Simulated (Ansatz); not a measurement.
Molecule: BH$_{2}$, net charge 0, doublet state. 
Structure (B3LYP-D3(BJ)/def2-TZVP (Ansatz, a quantum-chemistry and plane-wave program) minimum search):
```
B
H 1 1.1869
H 1 1.1869 2 129.56
```
Charge 0, spin multiplicity 2.

Computed values are from Ansatz. Correlated levels leave the core frozen unless marked. Open shells are spin-unrestricted. Spin-orbit coupling is left out. Non-relativistic. CBS marks a two-point X^-3 extrapolation of the correlation energy; Hartree-Fock from the larger set (for Q and 5 zeta extrapolated as (X+1)exp(-9√X)).

```yaml
atomisation energy De: 708.0 kJ/mol at CCSD(T)/CBS(cc-pVQZ,cc-pV5Z)
vertical ionisation energy (to the singlet): 9.00 eV at CCSD(T)/CBS(aug-cc-pVTZ,aug-cc-pVQZ)
vertical electron affinity (to the triplet; negative means unbound): 0.23 eV at CCSD(T)/CBS(aug-cc-pVTZ,aug-cc-pVQZ)
total_energy: -25.8718 Eh at CCSD(T)/CBS(cc-pVQZ,cc-pV5Z)
dipole_moment: 0.48 D at CCSD(T)/aug-cc-pVDZ
T1 diagnostic: 0.011 at CCSD/cc-pV5Z
```
